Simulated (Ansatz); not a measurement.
Stepwise reaction of `O[SiH](O)O[SiH3]` with water, as a gas-phase model of exchange steps in deposition or etching. ΔE in kJ/mol.

Isolated molecules relaxed with PBE0-D4/def2-TZVP in Ansatz; ΔE leaves out vibrations. CCSD(T)/CBS adds triple-zeta CCSD(T) − MP2 to the extrapolated MP2 energy (def2 sets, frozen cores). This one scheme is used for every species. Functionals use def2-TZVPP. B3LYP here is the variant with VWN-RPA as its local correlation; programs differ in this. Each species was taken in one conformer, which may not be the lowest.

```csv
step,reaction,PBE-D4,B3LYP-D4,ωB97M-V,CCSD(T)/CBS
1,`O[SiH](O)O[SiH3]` + H₂O → `O[SiH2]O[SiH](O)O` + H₂,-90.3,-95.4,-96.9,-93.5
```

Give the row of step 2, `O[SiH2]O[SiH](O)O` + H₂O → `O[SiH2]O[Si](O)(O)O` + H₂. (Estimate.)

Computed: 
```
step                                                reaction  PBE-D4  B3LYP-D4  ωB97M-V  CCSD(T)/CBS
   2  `O[SiH2]O[SiH](O)O` + H₂O → `O[SiH2]O[Si](O)(O)O` + H₂   -95.6    -102.8   -104.4       -100.2
```

By hand: ΔE of the 2 steps together at CCSD(T)/CBS.

(-93.5) + (-100.2) = -193.7 kJ/mol, or -96.8 kJ/mol a step.

In ΔE each step is lower than the one before. All are downhill at CCSD(T)/CBS. PBE-D4 differs from CCSD(T)/CBS by 3.2 to 4.6 kJ/mol a step. Only this route is followed, and other bonds may react first. Isolated molecules leave out the surface, adducts and barriers. Largest T1 diagnostic: 0.012.
